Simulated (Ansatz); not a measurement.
Ga3H9⁺, that is (H2Ga-mu-H)3 with one electron fewer. The state is a doublet with charge 1. Geometry PBE-D4/def2-SVP, that of the neutral singlet; atoms count from 1.

| atom | x (Å) | y (Å) | z (Å) |
| --- | --- | --- | --- |
| Ga1 | 1.493 | 0.823 | 0.557 |
| H2 | 2.895 | 0.857 | -0.144 |
| H3 | 0.963 | 1.517 | 1.859 |
| H4 | 0.428 | 1.214 | -0.743 |
| Ga5 | -1.274 | 0.940 | -0.826 |
| H6 | -1.488 | 0.548 | -2.329 |
| H7 | -1.977 | 2.009 | 0.081 |
| H8 | -1.392 | -0.499 | 0.119 |
| Ga9 | -0.224 | -1.760 | 0.266 |
| H10 | -0.680 | -2.482 | 1.581 |
| H11 | 0.097 | -2.311 | -1.166 |
| H12 | 1.160 | -0.856 | 0.744 |

(1) Estimate the Mulliken populations from the PBE0/def2-TZVP orbitals of Ansatz.

(2) Where does the spin sit?

## Answers

(1) 
```csv
atom,charge (e),spin (α − β)
Ga1,0.29,0.05
H2,0.06,0.13
H3,0.05,0.11
H4,-0.08,0.00
Ga5,0.30,0.06
H6,0.09,0.18
H7,0.09,0.18
H8,-0.08,0.00
Ga9,0.29,0.05
H10,0.06,0.13
H11,0.05,0.11
H12,-0.10,0.00
```
Mulliken values depend strongly on the basis.

(2) Summed by element: Ga 0.16, H 0.84, of 1 unpaired in all. Largest on single atoms: H6 0.18, H7 0.18, H10 0.13.
